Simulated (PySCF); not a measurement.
BeHI. Atoms are numbered in the order given.

```xyz
3

Be     0.0000     0.0000    -1.9613
H      0.0000     0.0000    -3.2897
I      0.0000     0.0000     0.2101
```

The structure is a stationary point at r2SCAN-D4/def2-TZVPD. The def2 effective core potentials stand for the cores of I; spin–orbit coupling is left out.

Vertical ionisation energy (IE) and electron affinity (EA) in eV. Rows of orbital energies are one-electron estimates. Where ΔSCF, EOM or ADC give a negative EA the extra electron is unbound and the value depends on the basis.

```json
[
 {"level": "−ε(HOMO), −ε(LUMO), r2SCAN/def2-TZVPD (PySCF)", "IE": "7.34", "EA": "1.30"},
 {"level": "−ε(HOMO), −ε(LUMO), CAM-B3LYP/def2-TZVPD (PySCF)", "IE": "9.37", "EA": "0.07"}
]
```
